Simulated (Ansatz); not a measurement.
Z-matrix (Å, degrees):
```
C
Si 1 1.872
H 1 1.094 2 110.2
H 1 1.094 2 111.3 3 119.2
H 1 1.092 2 111.3 3 -119.8
O 2 1.664 1 111.6 3 -179.9
Ga 2 2.424 1 114.1 3 64.6
H 2 1.498 1 106.9 3 -60.3
H 6 0.959 2 117.6 1 67.4
H 7 1.578 2 121.2 1 30.4
H 7 1.575 2 122.1 1 -150.8
```

Charge 0, multiplicity 1.

(1) List the PBE0/def2-TZVPP orbital energies in eV (the Gaussian-basis code of Ansatz). (Best estimate.)

Answers

(1) The calculation gave: Occupied: -10146.96, -1802.72, -1252.86, -1109.05, -1108.93, -1108.92, -522.59, -277.75, -151.08, -144.96, -104.12, -103.78, -103.78, -99.65, -99.61, -99.59, -27.96, -23.18, -23.05, -23.04, -22.88, -22.82, -19.64, -15.45, -12.85, -12.16, -11.51, -11.36, -10.22, -9.99, -8.50, -8.21, -7.16. Lowest empty: -1.98, 0.55, 1.04, 1.14, 1.95, 2.01, 2.66, 2.82.
